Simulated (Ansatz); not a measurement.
## Which method gave which barrier?

Saddle point of Si2H7OF, singlet (SiH₃OF ([OH][SiH2][F]) + SiH₄ → Si₂H₆O ([OH][SiH2][SiH3]) + HF; bonds formed: Si1–Si7, F2–H6; bonds broken: Si1–F2, H6–Si7), PBE0-D4/def2-TZVP structure:

Si1  (-0.841, 0.145, 0.573)
F2  (-0.040, -1.692, 0.808)
H3  (-2.086, -0.524, 0.146)
H4  (-0.911, 1.548, 0.057)
O5  (-0.537, 0.438, 2.150)
H6  (0.398, -0.999, -0.053)
Si7  (0.912, 0.219, -1.305)
H8  (-0.338, -0.338, 2.677)
H9  (-0.086, 0.621, -2.328)
H10  (1.699, 1.385, -0.837)
H11  (1.831, -0.801, -1.887)
(Å)

Program: Ansatz 0.2.0. Basis: def2-TZVPP, with def2-QZVPP for the basis limit. Cores are frozen in the correlated methods. B3LYP uses VWN-RPA correlation. Extrapolation: Hartree–Fock as exp(−7.88 √X), correlation as X^−2.97. Four methods, as single points on the PBE0-D4 structures, gave these electronic barriers from the start structure: 2.397, 2.978, 3.096, 4.111 eV.

**Question.** The methods were, in alphabetical order, B3LYP-D4, HF, MP2, PBE-D4. Which gave which? (A judgement: the text doesn't fix the answer.)

**Answer.** The calculation gives: PBE-D4 2.397; B3LYP-D4 2.978; MP2 3.096; HF 4.111 eV. For comparison, CCSD(T) at an estimated basis limit (MP2 extrapolated from triple and quadruple zeta, plus CCSD(T) − MP2 in triple zeta) gives 3.079 eV.

The T1 diagnostic stays at or below 0.014.

Labels in which every atom is bracketed show which atoms are joined, not bond orders.

For scale, one of the runs: CCSD(T)/def2-TZVPP, 244 basis functions, launched by `ansatz run in.yaml --threads 4 --pin off --events-out ev --progress --plain --max-ram 9574MiB`. The run took 2.8 min on 4 CPU threads of an Intel Xeon (shared host), with 4.7 GiB of host memory at its peak.
